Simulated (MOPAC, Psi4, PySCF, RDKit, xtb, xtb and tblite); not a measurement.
Two geometries of SMILES F[SiH2]O (H3FOSi), relaxed at GFN2-xTB with one dihedral held; other torsions can differ between them too.

Structure A

```
6

O      1.1736    -0.3637    -0.2855
Si    -0.3916    -0.0462    -0.0444
F     -0.4668     0.9592     1.2142
H      1.8554     0.0163     0.2623
H     -0.9280     0.6862    -1.1741
H     -1.0840    -1.2520     0.3643
```

Structure B

```
6

O     -1.1557    -0.3800    -0.2674
Si     0.3993    -0.0343    -0.0188
F      0.7627    -0.4107     1.5045
H     -1.8704     0.0159     0.2242
H      0.6981     1.3840    -0.1088
H      1.0994    -0.9557    -0.8823
```

### Question
Which is lower in energy at the level DF-MP2 (frozen core)/cc-pVTZ // GFN2-xTB (Psi4), and by how much?

### Answer
B is lower, by 4.67 kJ/mol (dihedral H4–O1–Si2–F3: 0° in A, 60° in B).

E(B) − E(A) in kJ/mol at the other levels, on the same two geometries: GFN2-xTB (xtb and tblite) -0.62; MMFF94 // GFN2-xTB (RDKit) 7.39; B3LYP/def2-TZVP // GFN2-xTB (Psi4) -4.17; B3LYP-D3(BJ)/def2-TZVP // GFN2-xTB (Psi4) -4.13; PBE/def2-TZVP // GFN2-xTB (Psi4) -5.05; PBE-D3(BJ)/def2-TZVP // GFN2-xTB (Psi4) -5.03; wB97M-V/def2-TZVP // GFN2-xTB (Psi4) -4.07; HF/cc-pVTZ // GFN2-xTB (Psi4) -2.56; UFF // GFN2-xTB (RDKit) 7.35; AM1, restricted, heats of formation // GFN2-xTB (MOPAC) -0.28; PM6, restricted, heats of formation // GFN2-xTB (MOPAC) -1.03; GFN1-xTB // GFN2-xTB (xtb) -0.84; restricted B3LYP/6-31G*, spherical d // GFN2-xTB (PySCF) -4.94; restricted B3LYP/LANL2DZ, with its core potentials past Ne // GFN2-xTB (PySCF) -4.73; restricted Hartree-Fock/6-31G*, spherical d // GFN2-xTB (PySCF) -2.05; restricted MP2 (frozen core)/3-21G // GFN2-xTB (PySCF) -5.40.

MMFF94 has few fitted parameters for silicon.
